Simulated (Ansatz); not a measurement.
Born–Oppenheimer molecular dynamics of AlClH₅NOSi (10 atoms, charge 0, multiplicity 1). It starts from a relaxed structure.

Computed with RKS PBE/6-31G in Ansatz.

```yaml
ensemble: NVE (velocity Verlet)
time_step: 0.5 fs
steps_asked: 300
starting_velocities_drawn_for: 300 K
seed: 320356
```

First frame:

```xyz
10
Properties=species:S:1:pos:R:3
Al -0.105 -0.202 0.239
N -0.161 0.244 1.966
H -0.983 0.646 2.412
H 0.617 0.122 2.611
O 1.271 -0.879 -0.512
Si 2.514 -1.547 -1.481
H 1.945 -2.583 -2.430
H 3.191 -0.452 -2.280
H 3.539 -2.217 -0.588
Cl -1.932 0.164 -0.933
```

Q: How far do the bonds stretch over the last three quarters of this one trajectory? (Pairs bonded in most of those frames.)

A: 
```csv
bond,mean (Å),spread (Å),shortest,longest
Al1–N2,1.789,0.014,1.76,1.81
Al1–O5,1.711,0.011,1.69,1.73
Al1–Cl10,2.204,0.042,2.15,2.28
N2–H3,1.020,0.013,1.00,1.04
N2–H4,1.019,0.015,1.00,1.04
O5–Si6,1.718,0.017,1.68,1.75
Si6–H7,1.520,0.018,1.49,1.55
Si6–H8,1.521,0.032,1.47,1.57
Si6–H9,1.518,0.017,1.49,1.55
```

Mean temperature of the second half: 149 K. The conserved energy stayed within 0.11 meV per atom of its start (net change 0.043 meV per atom), so the integration is sound. Over the second half the temperature averaged 0.50 of the 300 K drawn at the start: a run that starts near a minimum puts about half its kinetic energy into the potential. A run of 0.15 ps of so small a system gives no equilibrium averages. Limits of this set-up: no polarisation functions.

The run took 29 min on 1 thread of Arm Neoverse N1 (shared host), peak memory 0.12 GiB.
